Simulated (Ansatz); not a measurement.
`CC(C)(C)[NH][Sn]([Cl])([Cl])[Cl]` → `[NH2][Sn]([Cl])([Cl])[Cl]` + `C=C(C)C`  (alkene loss)

Program: Ansatz. Geometries: PBE0-D4/def2-TZVP. ΔE: electronic, gas phase. CBS: MP2 limit from def2 TZ/QZ plus the TZ coupled-cluster correction, frozen cores. This one scheme is used for every species. Functionals use def2-TZVPP. B3LYP here is the variant with VWN-RPA as its local correlation; programs differ in this. HSE06 is defined as in plane-wave codes. def2 core potentials past Kr. For Sn outer-core shells are correlated without core-valence functions, which leaves a few kJ/mol of doubt a bond. One conformer a species, not always the lowest.

| level | ΔE (kJ/mol) | difference from CCSD(T)/CBS |
| --- | --- | --- |
| LDA (SPW92) | 118.4 | 32.1 |
| PBE-D4 | 79.1 | -7.2 |
| revPBE-D4 | 81.0 | -5.3 |
| BLYP-D4 | 60.8 | -25.5 |
| r2SCAN-D4 | 81.7 | -4.6 |
| B97M-V | 76.8 | -9.5 |
| PBE0-D4 | 88.7 | 2.4 |
| B3LYP-D4 | 69.5 | -16.8 |
| r2SCANh-D4 | 84.4 | -1.9 |
| r2SCAN0-D4 | 88.5 | 2.2 |
| HSE06-D4 | 87.6 | 1.3 |
| BHLYP-D4 | 79.5 | -6.8 |
| CAM-B3LYP-D4 | 78.2 | -8.1 |
| ωB97X-V | 90.7 | 4.4 |
| ωB97M-V | 83.4 | -2.9 |
| B2PLYP | 58.8 | -27.5 |
| PBE-QIDH | 90.9 | 4.6 |
| PBE | 57.1 | -29.2 |
| revPBE | 28.9 | -57.4 |
| r2SCAN | 74.5 | -11.8 |
| PBE0 | 68.9 | -17.4 |
| B3LYP | 35.3 | -51.0 |
| r2SCANh | 76.6 | -9.7 |
| r2SCAN0 | 80.1 | -6.2 |
| HSE06 | 68.7 | -17.6 |
| BHLYP | 51.8 | -34.5 |
| CAM-B3LYP | 57.3 | -29.0 |
| LC-ωPBE | 80.8 | -5.5 |
| RPA@PBE/def2-TZVPP | 84.3 | -2.0 |
| MP2/def2-SVP | 116.0 | 29.7 |
| HF/def2-TZVPP | 30.5 | -55.8 |
| MP2/def2-TZVPP | 96.6 | 10.3 |
| SCS-MP2/def2-TZVPP | 81.6 | -4.7 |
| CCSD/def2-TZVPP | 78.9 | -7.4 |
| HF/def2-QZVPP | 29.4 | -56.9 |
| MP2/def2-QZVPP | 97.1 | 10.8 |
| SCS-MP2/def2-QZVPP | 81.6 | -4.7 |
| HF/CBS(def2) | 29.2 | -57.1 |
| MP2/CBS(def2) | 98.0 | 11.7 |
| CCSD/CBS(def2) | 80.3 | -6.0 |
| CCSD(T)/CBS | 86.3 | 0 |

Largest T1 diagnostic among the species: 0.011.

From PBE to PBE0 (25 % exact exchange), in def2-TZVPP and without D4, ΔE moves by +11.7 kJ/mol. At CCSD(T), def2-SVP lies +19.7 kJ/mol from the extrapolated value and def2-TZVPP −1.4 kJ/mol. Leaving LDA and LC-ωPBE aside and taking each functional with its dispersion term where it has one, the values spread over 32.1 kJ/mol, from B2PLYP to PBE-QIDH. LDA lies +61.2 kJ/mol from PBE without D4.
